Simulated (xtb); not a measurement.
Input for xtb: GFN-FF on SiH4 (SMILES [SiH4]).

```
$ xtb mol.xyz --gfnff --sp --chrg 0 --uhf 0
5

Si     0.00000000    -0.00000000    -0.00000000
H      0.85467615     0.85467615     0.85467615
H     -0.85467615    -0.85467615     0.85467615
H     -0.85467615     0.85467615    -0.85467615
H      0.85467615    -0.85467615    -0.85467615
```

### Question
Give the final energy of this run.

### Answer
-0.4300 hartree.
